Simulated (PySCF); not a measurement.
VH₄ (doublet). Computed with PySCF, UPBE0, basis V def2-TZVP, H def2-TZVP (no relativity, density fitting).

Harmonic bands of its minimum:

| ω (cm⁻¹) | IR (km/mol, summed over degenerate members) | degeneracy |
| --- | --- | --- |
| 163 | 119 | 1 |
| 482 | 355 | 2 |
| 504 | 0.0 | 1 |
| 698 | 0.0 | 1 |
| 1805 | 629 | 2 |
| 1825 | 339 | 1 |
| 1846 | 0.0 | 1 |

Problem. The central atom is V. Infer the point group and assign the bands.

Solution. D2d. The modes span 2b2 + 2e + 2a1 + b1: 163 b2, 482 e, 504 a1, 698 b1, 1805 e, 1825 b2, 1846 a1. The computed geometry has V–H 1.635 Å (×4); H–V–H 102.5° (×2), H–V–H 113.0° (×4).

This need not be the most stable arrangement of these atoms. Other spin states or occupations of the open shell can lie lower.
